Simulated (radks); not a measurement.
Results of a calculation; reference values are marked as such.
Task: The mean radii <r> (bohr) of the occupied orbitals of an atom or ion are listed with their occupations. Level of theory: scalar-relativistic Kohn-Sham, PBE, spin-polarised, spherical densities, point nucleus (a radial shooting solver on a logarithmic mesh with Libxc functionals).

orbital  occ.      <r>
1s up       1  0.09688
1s down     1  0.09686
2s up       1   0.4782
2s down     1   0.4777
2p up       3   0.4413
2p down     3   0.4407
3p up       3    1.669
4s up       1    3.925
4s down     1    4.039

Name the element and its charge. Open shells, if any, are filled with parallel spins first.

Result: Z = 16, sulfur, charge +1: S+ in [Ne] 3p3 4s2. The 1s radius gives Z: for a bare nucleus <r> = (2 gamma + 1)/(2Z) with gamma = sqrt(1 - (Z/c)^2), 0.09332 bohr for Z = 16, and screening makes it slightly larger (0.09688 here). The occupations add up to 15, and the charge is Z minus that.
